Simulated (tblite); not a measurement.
Compound: C8H12P2.
Z-matrix (Å and degrees, GFN2-xTB geometry), rows numbered from 1:
```
C 
C   1  1.4981
C   2  1.3898  1  120.54
C   3  1.3815  2  120.80  1   178.98
C   4  1.3902  3  120.51  2    -0.27
P   5  1.8359  4  117.80  3  -179.33
C   6  1.8582  5   98.51  4   116.62
P   6  2.1758  5   98.46  4  -144.23
C   5  1.3901  4  118.89  3     0.65
C   9  1.3815  5  120.38  4    -0.56
H   1  1.0873  2  111.01  3   157.37
H   1  1.0880  2  110.81  3    36.08
H   1  1.0908  2  109.89  3   -83.06
H   3  1.0809  2  119.54  1    -1.20
H   4  1.0812  3  120.29  2   179.72
H   7  1.0889  6  108.74  5   -71.06
H   7  1.0895  6  108.72  5   170.57
H   7  1.0890  6  111.27  5    49.72
H   8  1.3930  6   92.42  5    76.14
H   8  1.3926  6   92.47  5   168.45
H   9  1.0836  5  119.94  4   179.03
H  10  1.0814  2  119.58  1     1.27
```

Calculated harmonic vibrations of the isolated species, GFN2-xTB (tblite), most abundant isotopes, no scaling. This tight-binding method is rough: wavenumbers can miss measured ones by several per cent, in bad cases by 10 to 20. Modes of hydrogen on phosphorus can be 10 to 20 % off. One conformer, not necessarily the lowest.

Harmonic wavenumbers (cm⁻¹): 27.1, 31.7, 68.4, 115.8, 137.2, 153.2, 170.9, 193.8, 256.0, 317.1, 348.2, 366.1, 377.9, 468.6, 501.5, 606.3, 622.0, 659.1, 702.3, 742.2, 756.7, 786.5, 826.5, 868.4, 880.2, 889.0, 911.4, 924.5, 1003.9, 1009.2, 1031.2, 1118.3, 1123.4, 1141.9, 1198.8, 1246.6, 1271.3, 1311.4, 1318.7, 1397.8, 1403.8, 1437.8, 1448.8, 1476.4, 1481.3, 1484.1, 1570.6, 1597.4, 2259.0, 2322.6, 2992.9, 2995.2, 3000.8, 3007.5, 3032.8, 3033.2, 3041.2, 3064.8, 3068.9, 3077.5.

A = 2179, B = 521.4, C = 483.3 MHz; mass 170.041 u (most abundant isotopes); point group C1, symmetry number 1.

**Question.** Zero-point energy?

**Answer.** ½Σν̃ = 37339 cm⁻¹ = 106.76 kcal/mol.

**Question.** What is S at 273.15 K and 1 bar for an ideal gas of classical rigid rotors and harmonic oscillators?

**Answer.** Translation 40.89, rotation 30.49, vibration 37.56: S = 108.9 cal/(mol K).

**Question.** And Cp and H(273.15 K) − H(0)?

**Answer.** Cp = 43.37 cal/(mol K), of which vibrations give 35.42 (their classical limit is 60 R = 119.2); H(273.15 K) − H(0) = 7.26 kcal/mol without the zero-point energy, 5.09 from vibrations.

**Question.** Which modes carry the vibrational entropy at 273.15 K?

**Answer.** 27.1 cm⁻¹: 5.86; 31.7 cm⁻¹: 5.55; 68.4 cm⁻¹: 4.03; 115.8 cm⁻¹: 3.00; 137.2 cm⁻¹: 2.68; 153.2 cm⁻¹: 2.47 cal/(mol K); the other 54 give 13.98 together.

**Question.** Blend soft modes into free rotors: weight 1/[1 + (100 cm⁻¹/ν̃)⁴] for the oscillator and the rest for a rotor with moment μB/(μ + B), μ = h/(8π²ν), B = 10⁻⁴⁴ kg m². What vibrational entropy results?

**Answer.** 33.25 cal/(mol K) in place of 37.56, which changes −T·S at 273.15 K by +1.18 kcal/mol.

**Question.** What must be added to the electronic energy to get the Gibbs energy at 273.15 K and 1 bar?

**Answer.** ZPE + [H(273.15 K) − H(0)] − T·S = 106.76 + 7.26 − 29.76 = 84.26 kcal/mol.

**Question.** How do the functions run with temperature in this model?

**Answer.** 
```
 T (K)  S (cal/(mol K))  Cp (cal/(mol K))  H − H(0) (kcal/mol)  G − H(0) (kcal/mol)  ln q(vib)
   150             87.9              28.6                 2.84               -10.34       5.17
   250            105.2              40.5                 6.29               -20.02       8.73
298.15            112.9              46.4                 8.38               -25.27      10.38
   400            128.2              58.2                13.72               -37.55      13.80
   600            155.4              76.1                27.27               -65.98      20.27
   900            189.8              93.1                52.87              -117.93      29.25
```

q(vib) and H(0) count from the zero-point level.

Hindered rotation and anharmonicity are outside this model. Other conformers, if any are populated, would add a mixing term that is left out. The structure is chiral; the term R ln 2 for an equal mix with its mirror image is left out.
